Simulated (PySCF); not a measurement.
Ligands exchanged one at a time, Ge OH-OCH3. Gas-phase values, no solvent. One relaxed conformer stands for each flexible species; it need not be the lowest. Strings in code marks are SMILES.

The S1–T1 gap (TDA) from two functionals at the same geometries (PBE0-D3(BJ)/def2-SVP), both in PySCF: PBE-D3(BJ)/def2-TZVP and ωB97X-D3(BJ)/def2-TZVP. Excitations are Tamm–Dancoff values on a coarser integration grid. The basis has no diffuse functions, so Rydberg states are missing or too high.

```tsv
species	PBE-D3(BJ)/def2-TZVP (eV)
1 of 4 OH replaced by OCH3 (`C[O][Ge]([OH])([OH])[OH]`)	0.22
2 of 4 OH replaced by OCH3 (`C[O][Ge]([OH])([OH])[O]C`)	0.22
3 of 4 OH replaced by OCH3	0.25
4 of 4 OH replaced by OCH3	0.31
```

**Question.** What does ωB97X-D3(BJ)/def2-TZVP give for each?

**Answer.** 
- 1 of 4 OH replaced by OCH3 (`C[O][Ge]([OH])([OH])[OH]`): 0.44
- 2 of 4 OH replaced by OCH3 (`C[O][Ge]([OH])([OH])[O]C`): 0.45
- 3 of 4 OH replaced by OCH3: 0.48
- 4 of 4 OH replaced by OCH3: 0.52
Over these rows, drawn at random from the members with no instability flagged (it was tested for open shells, ions and some series alone), PBE minus ωB97X-D3(BJ): mean -0.22 eV, from -0.23 eV to -0.21 eV.
